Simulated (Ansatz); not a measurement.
System: C3H5NSSi (charge 0, singlet). 
Structure (B3LYP-D3(BJ)/def2-TZVP (Ansatz, a program for electronic structure) minimum search):
```xyz
11

Si     2.2045     0.2241     0.0526
C      0.3326     0.2107     0.0713
N     -0.3969     1.2311     0.4463
C     -1.7327     0.9607     0.3661
C     -2.0526    -0.2900    -0.0782
S     -0.6224    -1.1685    -0.4110
H      2.7185     0.4670     1.4174
H      2.6899     1.2827    -0.8583
H      2.6598    -1.1001    -0.4278
H     -2.4477     1.7200     0.6473
H     -3.0307    -0.7183    -0.2194
```
Charge 0, spin multiplicity 1.

Basis-set convergence of Hartree-Fock and MP2 correlation energies (hartree) with Ansatz. Cores are frozen in the correlated levels unless marked. No spin-orbit coupling. Non-relativistic.

The Hartree-Fock reference is unstable (checked in the largest basis), which strains HF and MP2. 

```
basis            functions       E(HF)  E(corr, MP2)
---------------  ---------  ----------  ------------
aug-cc-pV(D+d)Z        201  -857.43955      -0.82886
aug-cc-pV(T+d)Z        409  -857.50178      -0.99219
aug-cc-pV(Q+d)Z        728  -857.51823      -1.05044
```

Extrapolating the two largest sets (X = 3 and 4) as X^-3: E(corr) = (64·(-1.05044) - 27·(-0.99219))/37 = -1.0929 Eh, an estimate of the basis-set limit. The largest set recovers 96.1 % of it, the smallest 75.8 %.
